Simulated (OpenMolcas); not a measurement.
**Predicting a hybrid from its neighbours: CH4F2Si**

CH4F2Si has 8 atoms, charge 0, and is taken as a singlet. As SMILES, `C[SiH](F)F`. The shape is that of a PBE0-D4/def2-TZVP optimisation.

The HOMO–LUMO gap y, in eV, basis cc-pVDZ; a is the functional's share of exact exchange. Programs: OpenMolcas 26.06.

```
functional     program     a  y (eV)
      BLYP  OpenMolcas     0    8.41
       PBE  OpenMolcas     0    8.37
     B3LYP  OpenMolcas   0.2   10.38
      PBE0  OpenMolcas  0.25       ?
     BHLYP  OpenMolcas   0.5   13.25
```

Question: Fit y = c + s·a to the known rows and predict PBE0.

Answer: 
1. Means of the 4 rows: a = 0.1750, y = 10.102.
2. Σ(Δa)² = 0.1675, Σ(Δa·Δy) = 1.6293, so the slope is 1.6293/0.1675 = 9.7272.
3. Intercept: 10.102 − (9.7272) × 0.1750 = 8.400. The largest residual of the fit is 0.035.
4. PBE0: 8.400 + (9.7272) × 0.25 = 10.83 eV.

The run gave 10.84 eV, so the prediction is off by -0.01 eV, within the largest residual. Exact exchange lowers occupied levels and raises empty ones.
